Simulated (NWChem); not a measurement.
Species: MgO; SMILES [Mg]=[O]

```xyz
2

Mg     0.0000     0.0000    -0.7174
O      0.0000     0.0000     1.0459
```
Atoms are numbered in this order, from 1.

Level: PBE-D3(BJ)/def2-SVP (NWChem), optimised geometry, unscaled harmonic frequencies. 

Question: List the harmonic frequencies with IR intensities, and the thermochemistry.

Answer: 
```
frequency (cm⁻¹)  IR intensity (km/mol)
----------------  ---------------------
797                                 2.2
```

```yaml
zero_point_energy: 1.1 kcal/mol
thermal correction to the enthalpy at 298.15 K (with zero-point energy): 3.3 kcal/mol
heat capacity Cv: 5.6 cal/(mol K)
entropy at 298.15 K and 1 atm (symmetry number 1): 50.9 cal/(mol K)
dipole_moment: 6.66 D
```

Rigid rotor and harmonic oscillator.
